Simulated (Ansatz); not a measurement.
```yaml
crystal:
  periodic: [false, false, false]
  atoms:
    - {symbol: Si, position_ang: [1.598049, -2.981134, 0.400328]}
    - {symbol: Si, position_ang: [-2.394018, 2.036190, -0.672949]}
    - {symbol: Si, position_ang: [0.978743, 2.876540, -1.073685]}
    - {symbol: Si, position_ang: [1.238277, 0.972238, 2.145802]}
    - {symbol: Si, position_ang: [-1.210440, -1.131849, -0.145814]}
    - {symbol: Si, position_ang: [1.814329, 0.845743, -0.106616]}
    - {symbol: Te, position_ang: [-0.626210, -3.326493, -1.115678]}
    - {symbol: Te, position_ang: [-3.501453, -0.217281, 0.209584]}
    - {symbol: Te, position_ang: [0.062141, -1.402977, 2.070620]}
    - {symbol: Te, position_ang: [-0.420315, 0.701175, -1.950692]}
    - {symbol: Te, position_ang: [-0.538595, 2.769426, 1.206966]}
    - {symbol: Te, position_ang: [2.999502, -1.141579, -0.967857]}
basis:
  gaussian: {orbitals: def2-TZVP}
magnetization: {spin_polarized: true, initial_magnetization: 2}
hamiltonian: {xc: pbe0, dispersion: d4}
scf: {omitted_lower_state_checks: [starts]}
output: {orbitals: {seedname: orbitals}}
```

```sh
$ ansatz run in.yaml --threads 4 --pin off --events-out ev --progress --plain --max-ram 6963MiB
```

(1) Does this run fit into the memory that it is given?

Answers

(1) No. It has 522 basis functions, and Ansatz plans for 13 GiB where 7 GiB are given.
